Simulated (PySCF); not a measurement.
# Ionisation energy of Mg⁺ by level of theory

Mg⁺ [Ne] 3s1 [3s1/2^1, M_J = 1/2] → Mg²⁺ [Ne], as a difference of total energies. All numbers are calculated (PySCF 2.14, the two-component X2C-1e Hamiltonian, in x2c-SVPall-2c). Correlated levels: [Ne] frozen. "Screened" scales the spin-orbit matrix elements by Boettger's factors to mimic the two-electron term; Breit and QED terms are absent.

```csv
method,ionisation energy (eV)
GHF (screened spin-orbit),14.610
GMP2 (screened spin-orbit),14.610
GCCSD (screened spin-orbit),14.610
GCCSD(T) (screened spin-orbit),14.610
```

Errors of the correlated levels include the incompleteness of this basis and the frozen core.

For comparison: 15.035 eV (measured; NIST Atomic Spectra Database, ionization energies).
